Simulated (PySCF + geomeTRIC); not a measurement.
Species: H₄O₄Si, SMILES `O[Si](O)(O)O` (charge 0, multiplicity 1).

Problem. Give a relaxed geometry from B3LYP-D3(BJ)/def2-TZVP (PySCF + geomeTRIC).

Solution. One answer among several that fit: the end point of this relaxation, one of several conformers (outside a Z-matrix the atoms follow the SMILES, hydrogens last).
Cartesian coordinates (Å) in one orientation:
```xyz
9

O      1.171    -0.560     1.027
Si     0.019    -0.012     0.004
O      0.799     0.822    -1.167
O     -1.076     1.015     0.651
O     -0.818    -1.324    -0.497
H      1.919     0.018     1.197
H      0.281     1.443    -1.684
H     -1.806     0.628     1.142
H     -0.322    -2.133    -0.644
```
